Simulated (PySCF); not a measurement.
[MoS(CN)4]-, C4MoN4S (charge -1 and doublet state).
Bonds: Mo1–S2, Mo1–C3, Mo1–C5, Mo1–C7, Mo1–C9, C3–N4, C5–N6, C7–N8, C9–N10.

The calculation used PySCF, PBE0-D3(BJ)/def2-SVP geometry optimisation, gas phase, def2 core potentials past Kr.

Question: How far are the bound atoms from Mo1?

Answer: 5 atoms: S2 2.078 Å, C9 2.095 Å, C3 2.095 Å, C7 2.095 Å, C5 2.095 Å. The nearest atom not counted as bound is N10, at 3.26 Å (others tie with it).

Question: List the angles at Mo1.

Answer: 
```tsv
angle	degrees	distance of the outer atoms (Å)
C3–Mo1–C7	140.1	3.94
C5–Mo1–C9	140.1	3.94
S2–Mo1–C5	110.0	3.42
S2–Mo1–C3	110.0	3.42
S2–Mo1–C9	109.9	3.42
S2–Mo1–C7	109.9	3.42
C3–Mo1–C9	83.4	2.79
C7–Mo1–C9	83.3	2.79
C3–Mo1–C5	83.3	2.78
C5–Mo1–C7	83.3	2.78
```

Question: What is the shape at Mo1?

Answer: Square pyramidal: τ5 = (β − α)/60° = 0.00 from the two widest angles, 140.1° and 140.1° (0 for a square pyramid, 1 for a trigonal bipyramid).

Question: What are the other bond lengths?

Answer: C3–N4 and 3 like bonds 1.166 Å.

Question: Give some angles away from the centre.

Answer: Mo1–C3–N4 179.2°.

Question: What are the rotational constants (commonest isotopes, rigid rotor)?

Answer: A = 866.0, B = 865.9, C = 707.5 MHz: an oblate symmetric top.

Point group: C4v (tolerance 0.08 Å). Charge -1, doublet. ⟨S²⟩ = 0.770 (exact for a doublet: 0.75). No frequency check.

On one thread of an Arm Neoverse V2, shared host, this took 5.2 min and 0.82 GiB of memory at its peak. These figures are those of the optimisation.
